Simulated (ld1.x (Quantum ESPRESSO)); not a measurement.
**How hard is this nitrogen ultrasoft potential?**

| Property | Result |
| --- | --- |
| Element | N |
| Generator | ld1.x (Quantum ESPRESSO) 7.5 |
| Type | ultrasoft |
| Functional | PBEsol |
| Relativity | non-relativistic |
| Frozen core | [He] |
| Valence charge | 5 |
| Reference configuration | 2s2 2p3 |
| Partial waves | 2s (bound): rcut 0.80, rcutus 1.10 bohr; 2s channel at -0.4 Ry: rcut 0.80, rcutus 1.10 bohr; 2p (bound): rcut 1.15, rcutus 1.55 bohr; 2p channel at -0.1 Ry: rcut 1.15, rcutus 1.55 bohr; 3d channel at 0.35 Ry: rcut 1.10, rcutus 1.50 bohr |
| Local potential | all-electron potential smoothed inside 1.15 bohr (lloc = -2) |
| Core correction | a·sin(br)/r model core, default radius (core density twice the valence density) |
| Augmentation charge | built from norm-conserving waves at rcut, not smoothed further |

The pseudo-atom Hamiltonian at the reference potential is diagonalised in spherical Bessel functions j_l(qr) that vanish at 20 bohr, with q² up to the cutoff. All-electron valence levels (Ry): 2s -1.3546, 2p -0.5175.

How do the lowest levels (Ry) of each channel move with the cutoff, and are there ghosts?

| cutoff (Ry) | s #1 | p #1 | d #1 | f #1 | f #2 | Σ f·Δε (mRy) |
| --- | --- | --- | --- | --- | --- | --- |
| 8 | -1.3335 | -0.2082 | 0.0771 | 0.1195 | 0.2586 | 970.3 |
| 12 | -1.3521 | -0.3663 | 0.0771 | 0.1195 | 0.2586 | 458.9 |
| 15 | -1.3539 | -0.4487 | 0.0771 | 0.1195 | 0.2586 | 207.9 |
| 21 | -1.3544 | -0.5004 | 0.0771 | 0.1195 | 0.2586 | 51.7 |
| 25 | -1.3544 | -0.5132 | 0.0771 | 0.1195 | 0.2586 | 13.5 |
| 35 | -1.3545 | -0.5173 | 0.0771 | 0.1195 | 0.2586 | 1.1 |
| 40 | -1.3545 | -0.5173 | 0.0771 | 0.1195 | 0.2586 | 1.0 |
| 50 | -1.3546 | -0.5174 | 0.0771 | 0.1195 | 0.2586 | 0.5 |
| 400 | -1.3547 | -0.5175 | 0.0771 | 0.1195 | 0.2586 | 0.0 |

Result: no extra level below or beside the all-electron valence levels (s, p, d, f tested); 10 mRy is reached at 30 Ry and 1 mRy at 40 Ry.

Its largest configuration-test error is +334 meV.
